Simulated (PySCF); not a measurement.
Ionising Sn₂

r²SCANh; basis Sn def2-SVP with ECP28; scalar-relativistic core potentials; PySCF 2.14. Neutral (UKS): triplet (π ↑↑), Re = 2.759 Å, ωe = 196 cm⁻¹, De = 2.37 eV, HOMO -4.77 eV, LUMO -3.43 eV.

Sn₂⁺ (UKS): quartet (σ ↑, π ↑↑), Re = 2.783 Å, ωe = 174 cm⁻¹, De = 2.84 eV to Sn⁺ + Sn. The energies at the minima are -428.71921 hartree for Sn2 and -428.46375 for Sn₂⁺.

Work out the adiabatic ionisation energy, without and with harmonic zero-point energies (1 hartree = 27.2114 eV, 1 eV = 8065.5 cm⁻¹), and the change of the bond length.

At r²SCANh: 0.25546 hartree = 6.951 eV between the minima; the zero-point term (174.0 − 196.0)/2 cm⁻¹ = -0.001 eV makes it 6.950 eV. Re changes by +2.4 pm against the neutral. The electron leaves a σ orbital, and the small change of length marks it as nearly non-bonding.

These are scalar-relativistic numbers at best; spin–orbit coupling would shift them, the dissociation energy most. States were picked by a PBE0 search and need not be the measured ground states.
